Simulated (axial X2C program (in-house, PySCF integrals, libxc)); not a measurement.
# Correcting the dissociation energy of GeP⁺ for spin–orbit coupling

A spin-free PBE0 curve (one-electron X2C) was computed with an in-house relativistic program for diatomic molecules, basis Ge dyall-cv3z [9s9p7d4f1g], P dyall-v3z [8s7p2d1f] (cores contracted in-house), for the state M_S = 1, Λ = 0 (beyond evenly filled blocks: π+α, π-α). It gives D0 = 2.715 eV to Ge+ + P, which in a spin-free picture are the weighted means of the ground terms.

Measured levels of the ground terms (NIST Handbook of Basic Atomic Spectroscopic Data), in cm⁻¹: Ge+ 2P: J = 1/2 at 0, J = 3/2 at 1767.4; P 4S: J = 3/2 at 0.

The molecular state has Λ = 0, so it has no first-order lowering.

(1) How far does each ground level lie under the (2J+1)-weighted mean of its term?

(2) Correct D0.

Second-order spin–orbit effects in the molecule, which grow quickly with Z, are left out. One determinant describes the state; a PBE0 search over occupations chose it and may have missed a lower one. Dissociation energies refer to the lowest single-determinant-based atoms at the same level and basis. Other states lie close and PBE0, whose exact exchange favours high spin, may order them wrongly; the determinant shown need not be the ground state. The nearest other spin-free determinant of the search, M_S = 0, Λ = 2, lies 0.84 eV up at the distance of the search.

Answers

(1) Ge+: (2 × 0 + 4 × 1767.4)/6 = 1178 cm⁻¹; P: a single level, 0.

(2) D0 = 2.715 + (0 − 1178)/8065.5 = 2.569 eV at PBE0 with these spin–orbit terms.
